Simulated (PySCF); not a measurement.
## Distorted geometries of Au2F2

Au2F2 (singlet). PySCF 2.14.0, RKS r2SCAN, Au def2-SVP with ECP60, F def2-SVP; non-relativistic Hamiltonian with scalar-relativistic core potentials where named; density fitting; no spin-orbit coupling. Relaxed geometry:

```xyz
4

Au    0.0000    0.0000    1.5151
Au    0.0000    0.0000   -1.5151
F     1.6034    0.0000    0.0000
F    -1.6034    0.0000    0.0000
```

Question: Order these distorted geometries by energy above the relaxed one, lowest first.
A.
```xyz
4

Au    0.0438   -0.0242    1.4905
Au    0.0570    0.0603   -1.5675
F     1.5857   -0.0203    0.0498
F    -1.6865   -0.0157    0.0272
```
B.
```xyz
4

Au    0.0047    0.0408    1.2637
Au    0.0936   -0.0843   -1.3829
F     1.3900    0.0101    0.1184
F    -1.4883    0.0334    0.0009
```
C.
```xyz
4

Au    0.1071    0.0179    1.6036
Au   -0.0480    0.0150   -1.5505
F     1.5467    0.0484   -0.1304
F    -1.6058   -0.0813    0.0773
```

Answer: C (0.07 eV), A (0.11 eV), B (2.51 eV).

Question: Which forces (eV/Å) act in the one that lies 2.51 eV up?

Answer: 
```
Au  -3.37  0.23 10.23
Au  -1.16 -0.20 -5.27
F    9.73 -0.06 -3.01
F   -5.20  0.02 -1.95
```
Forces carry noise of the integration grid, about 0.01 to 0.03 eV/Å.

No frequency check is given that shows the relaxed geometry to be a minimum.
